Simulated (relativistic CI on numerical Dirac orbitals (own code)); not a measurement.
# One change at a time: Eu⁶¹⁺

Base calculation: Dirac-Coulomb-Breit CI, orbitals from a KLI potential per configuration, a model potential for QED, unscaled Slater integrals.

Configurations in the expansion: 1s², 1s2s, 1s2p, 1s3s, 1s3p, 1s3d, 1s4s, 1s4p, 1s4d, 1s4f, 1s5s, 1s5p, 1s5d, 1s5f, 1s5g, 1s6s, 1s6p, 1s6d, 2s². Levels of other configurations are missing.

The lowest level and the first level of each name with at least 55 % of one term (blank where a level has no safe partner in the second run):

```tsv
Level	Base (eV)	Shift (eV)
1s² ¹S0	0.0	0.0
1s2s ³S1	41721.9	+2.3
1s2p ³P°1	41815.7	-0.3
1s2p ³P°0	41832.9	+1.5
1s2s ¹S0	41833.3	-6.9
1s2p ³P°2	42581.7	+1.3
1s2p ¹P°1	42623.6	-2.4
1s3s ³S1	49686.1	+0.6
1s3p ³P°1	49711.5	-0.1
1s3s ¹S0	49715.8	-1.8
1s3p ³P°0	49716.0	+0.4
1s3p ³P°2	49939.3	+0.4
1s3d ³D2	49948.5	0.0
1s3d ³D1	49951.0	0.0
```

At this charge energies of transitions that change n are usually good to better than 1 %, and those within a shell (Δn = 0) to a few per cent.

Q: One thing was changed in a second run, which moved the levels as shown. Which?
A. Breit term removed
B. valence Slater integrals scaled by 0.9
C. QED terms removed
D. configuration mixing switched off

A: B. Valence Slater integrals scaled by 0.9. Scaling acts on the splittings between terms and on the mixing, and leaves the fine structure of pure LS terms nearly alone; in jj coupling it moves the levels of one term differently.

LS names give the leading component of a level, which can be under half, so a name can repeat, a term be missing and a line seem to break the LS rules.
